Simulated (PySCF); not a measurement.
# Excitation energy of Be by level of theory

Be [He] 2s2 (1S) → Be [He] 2p2 (3P), as a difference of total energies. Calculation: PySCF 2.14, in aug-cc-pCVTZ (7s6p4d2f, 59 functions); the non-relativistic Hamiltonian (point nucleus). Correlated levels: valence: 1s2 frozen; valence and next inner shell: nothing frozen. The calculations carry no spin-orbit coupling.

```tsv
method	excitation energy (cm⁻¹)
UHF	51986
LDA	48122
PBE	47887
PBE0	50195
r2SCAN	48781
MN15	52000
HSE06	49993
wB97M-V	53261
wB97X	53443
MP2 (valence)	56968
SCS-MP2 (valence)	59115
MP2 (valence and next inner shell)	56982
SCS-MP2 (valence and next inner shell)	59238
```

Errors of the correlated levels include the incompleteness of this basis and the frozen core.

For comparison: 59696 cm⁻¹ (measured; NIST levels, between the centres of gravity of the two terms).
